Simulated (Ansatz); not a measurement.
Born–Oppenheimer molecular dynamics of C3H10OSi (15 atoms, charge 0, multiplicity 1). It starts at the highest image of a converged band. Of that band: Beside the main top the profile has a ripple of under 15 meV (maxima at images 1, 5), which may be a very shallow well or noise. Neighbouring images differ by up to 3.9 eV, so the band resolves the path poorly. A vibrational analysis at the climbing image gives one clearly imaginary mode, 1795i cm⁻¹: a first-order saddle point.

Method: RKS BHLYP-D4/6-31G* in Ansatz.

* ensemble: NVE (velocity Verlet)
* time step: 0.5 fs
* steps asked: 200
* starting velocities drawn for: 100 K
* seed: 4332

First frame:

```xyz
15
Properties=species:S:1:pos:R:3
Si -0.155 0.045 0.036
H 1.380 -0.235 -0.923
O -0.515 -0.145 1.638
C 0.884 -0.584 1.587
H 1.416 -0.452 0.091
C -1.081 -1.190 -0.991
C -0.156 1.844 -0.417
H 0.988 -1.630 1.856
H 1.527 0.051 2.185
H -0.703 -2.191 -0.798
H -0.986 -0.990 -2.054
H -2.134 -1.181 -0.721
H -1.070 2.315 -0.062
H 0.678 2.350 0.062
H -0.074 1.993 -1.490
```

(1) How far do the bonds stretch over the last three quarters of this one trajectory? (Pairs bonded in most of those frames.)

Answers

(1) 
```json
{"bond": "Si1–O3", "mean (Å)": "1.678", "spread (Å)": "0.063", "shortest": "1.58", "longest": "1.78"}
{"bond": "Si1–C4", "mean (Å)": "1.807", "spread (Å)": "0.070", "shortest": "1.70", "longest": "1.90"}
{"bond": "Si1–C6", "mean (Å)": "1.861", "spread (Å)": "0.024", "shortest": "1.82", "longest": "1.89"}
{"bond": "Si1–C7", "mean (Å)": "1.866", "spread (Å)": "0.049", "shortest": "1.79", "longest": "1.94"}
{"bond": "H2–H5", "mean (Å)": "0.740", "spread (Å)": "0.033", "shortest": "0.69", "longest": "0.78"}
{"bond": "O3–C4", "mean (Å)": "1.484", "spread (Å)": "0.021", "shortest": "1.45", "longest": "1.53"}
{"bond": "C4–H8", "mean (Å)": "1.083", "spread (Å)": "0.002", "shortest": "1.08", "longest": "1.09"}
{"bond": "C4–H9", "mean (Å)": "1.083", "spread (Å)": "0.006", "shortest": "1.07", "longest": "1.09"}
{"bond": "C6–H10", "mean (Å)": "1.087", "spread (Å)": "0.007", "shortest": "1.08", "longest": "1.10"}
{"bond": "C6–H11", "mean (Å)": "1.090", "spread (Å)": "0.013", "shortest": "1.07", "longest": "1.11"}
{"bond": "C6–H12", "mean (Å)": "1.089", "spread (Å)": "0.007", "shortest": "1.08", "longest": "1.10"}
{"bond": "C7–H13", "mean (Å)": "1.089", "spread (Å)": "0.014", "shortest": "1.07", "longest": "1.11"}
{"bond": "C7–H14", "mean (Å)": "1.087", "spread (Å)": "0.007", "shortest": "1.08", "longest": "1.10"}
{"bond": "C7–H15", "mean (Å)": "1.089", "spread (Å)": "0.007", "shortest": "1.08", "longest": "1.10"}
```

Mean temperature of the second half: 1116 K. The conserved energy stayed within 0.12 meV per atom of its start (net change 0.047 meV per atom), so the integration is sound. The kinetic energy rose, since the run started high on the potential surface and went downhill. It ends in pieces (C3H8OSi + H2), so much of that is their flight and rotation, not heat. A run of 0.1 ps of so small a system gives no equilibrium averages. The orbitals stay closed-shell, which can raise the energy where a bond breaks towards radicals; this wasn't checked here.

The run took 7.8 min on 2 threads of AMD EPYC 7R43 64-Core Processor (Zen 3) (shared host), peak memory 0.24 GiB.
